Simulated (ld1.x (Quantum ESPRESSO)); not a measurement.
**u(r) = r·R(r): atom against pseudo-atom (iron (Fe))**

Columns: radius, all-electron u(r) and pseudo u(r) of the 3p shell (level -57.65 eV) of iron in the configuration [Ne] 3s2 3p6 3d6.5 4s1.5 4p0; PBE, scalar-relativistic, TM scheme, ld1.x (Quantum ESPRESSO) 7.5.

```
r (bohr)  all-electron   pseudo
   0.072        0.4028  -0.0278
   0.145        0.6051  -0.1104
   0.217        0.4167  -0.2393
   0.290        0.0422  -0.4070
   0.362       -0.3464  -0.5936
   0.435       -0.6776  -0.7837
   0.507       -0.9158  -0.9494
   0.580       -1.0681  -1.0744
   0.652       -1.1432  -1.1436
   0.725       -1.1607  -1.1607
   0.798       -1.1356  -1.1356
   0.870       -1.0832  -1.0832
   0.942       -1.0140  -1.0140
   1.015       -0.9347  -0.9347
   1.088       -0.8519  -0.8519
   1.160       -0.7707  -0.7707
   1.232       -0.6925  -0.6925
   1.305       -0.6177  -0.6177
   1.378       -0.5486  -0.5486
   1.450       -0.4861  -0.4861
   1.522       -0.4294  -0.4294
   1.595       -0.3777  -0.3777
   1.668       -0.3315  -0.3315
   1.740       -0.2909  -0.2909
   1.812       -0.2549  -0.2549
   1.885       -0.2226  -0.2226
```

**Question.** How many radial nodes do the two functions have?

**Answer.** The all-electron 3p function has n − l − 1 = 1; the pseudo-wave has 0, since the states of the same l below it are removed with the core.

**Question.** At about which radius was the pseudo-wave matched?

**Answer.** 0.75 bohr. The columns agree to 0.0005 from 0.65 bohr on; several derivatives are matched, so the curves merge somewhat inside the radius.

**Question.** Is the pseudo-wave norm-conserving?

**Answer.** Yes: the TM scheme keeps the norm inside the radius equal to the all-electron one, which fixes the energy derivative of the logarithmic derivative at the level.
